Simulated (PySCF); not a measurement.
An excited-state job on `C[Si@H](Br)CC=O`.

Computed with TDDFT PBE0/def2-SVPD, vertical, gas phase, core orbitals frozen in the response (PySCF 2.14.0, density-fitted response routines). Geometry: GFN2-xTB. The input is one job of a driver script: a line of settings, then coordinates in Å.

Command:
```bash
OMP_NUM_THREADS=1 python probes_run.py task.json out
```

Input:
```
{"job": {"kind": "uv", "xc": "PBE0", "basis": "def2-SVPD", "nstates": 8, "ntriplets": 3}, "charge": 0, "multiplicity": 1}
C      1.794335    -0.335230    -0.266255
Si     0.388848     0.898748    -0.017667
Br     0.968666     2.347296     1.576490
C     -1.181479     0.021578     0.643129
C     -1.706322    -0.806982    -0.461754
O     -1.329619    -1.915323    -0.736834
H      2.101157    -0.779768     0.679270
H      2.668720     0.140025    -0.703656
H      1.483506    -1.142305    -0.924390
H      0.077436     1.725992    -1.178322
H     -1.915847     0.752191     0.976055
H     -0.886681    -0.609787     1.482311
H     -2.467109    -0.295949    -1.086104
```

Output:
```
coarse grid: 51768 points
cycle   1  E = -3056.1553794408  dE = -4.895e-01  |g| = 7.834e-01  |ddm| = 4.687e+00
cycle   2  E = -3055.7399409989  dE =  4.154e-01  |g| = 1.620e+00  |ddm| = 2.664e+00
cycle   3  E = -3056.2828089915  dE = -5.429e-01  |g| = 1.679e-01  |ddm| = 1.957e+00
cycle   4  E = -3056.2889581328  dE = -6.149e-03  |g| = 5.968e-02  |ddm| = 2.525e-01
cycle   5  E = -3056.2897966189  dE = -8.385e-04  |g| = 9.252e-03  |ddm| = 7.926e-02
cycle   6  E = -3056.2898173634  dE = -2.074e-05  |g| = 3.039e-03  |ddm| = 1.927e-02
cycle   7  E = -3056.2898194481  dE = -2.085e-06  |g| = 1.035e-03  |ddm| = 5.615e-03
final grid: 107440 points
cycle   8  E = -3056.2897735429  dE =  2.531e-07  |g| = 1.772e-03  |ddm| = 9.340e-03
cycle   9  E = -3056.2897718408  dE =  1.702e-06  |g| = 3.466e-03  |ddm| = 4.837e-03
cycle  10  E = -3056.2897741521  dE = -2.311e-06  |g| = 2.738e-04  |ddm| = 3.105e-03
cycle  11  E = -3056.2897741699  dE = -1.787e-08  |g| = 1.872e-05  |ddm| = 4.511e-04
cycle  12  E = -3056.2897741700  dE = -7.458e-11  |g| = 6.588e-06  |ddm| = 4.069e-05
converged SCF energy = -3056.2897741700

Static polarisability (au): isotropic 87.104, principal 71.999 83.223 106.090

Singlet excitations
state   eV       nm        f      main configurations
  1   4.1981    295.3   0.00414   H->L 0.92
  2   6.0745    204.1   0.00322   H-1->L 0.91
  3   6.1177    202.7   0.04927   H-2->L 0.84
  4   6.7453    183.8   0.00271   H->L+1 0.86
  5   7.1967    172.3   0.01034   H->L+2 0.52, H-3->L 0.19, H->L+3 0.15
  6   7.3281    169.2   0.00823   H->L+3 0.71, H->L+2 0.19
  7   7.4251    167.0   0.02781   H-1->L+1 0.87
  8   7.4873    165.6   0.08540   H-3->L 0.63, H-4->L 0.12, H->L+2 0.09

Triplet excitations (Tamm-Dancoff, eV): 3.5909 5.4048 5.8772
```

The SCF starts on a coarse grid where the log names one; the energy can jump when the final grid takes over, and dE then counts from the start density on the new grid. H and L stand for HOMO and LUMO; the number after each pair is its weight.

Give S1 in cm⁻¹ and kJ/mol.

4.1981 eV × 8065.54 = 33860 cm⁻¹; × 96.485 = 405.1 kJ/mol.

Summary of the converged run: HOMO -7.66 eV, LUMO -1.32 eV; lowest singlet 4.20 eV; lowest triplet 3.59 eV (Tamm–Dancoff); mean polarisability 87.1 au.

 The PBE0/def2-SVPD calculation is non-relativistic and has no spin–orbit coupling, an omission that weighs most on bromine.

Time: 67 s; peak memory 0.83 GiB. Hardware: one thread of an Arm Neoverse V1, no GPU, shared host.

One conformer stands for the species.
Labels such as C1 count atoms from 1, the log's own numbers from 0.
